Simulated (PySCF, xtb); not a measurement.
H₄O₂SeSi, SMILES O[Se]O[SiH3]. The values are those of a single conformer.

Harmonic wavenumbers (cm⁻¹) from GFN2-xTB (xtb) at its own minimum, in rising order: 41, 96, 132, 250, 364, 444, 574, 604, 633, 733, 794, 820, 874, 989, 2222, 2247, 2332, 3515.

**Question.** What does PBE-D3(BJ)/def2-SVP in PySCF 2.14.0 give at its own minimum? (An estimate is asked for; the answer gives what the named calculation found.)

**Answer.** 80, 115, 141, 257, 475, 536, 636, 683, 698, 828, 898, 908, 945, 1059, 2147, 2167, 2193, 3650. Paired by order, the mean absolute difference is 74 cm⁻¹ and the zero-point energies are 25.3 and 26.3 kcal/mol.
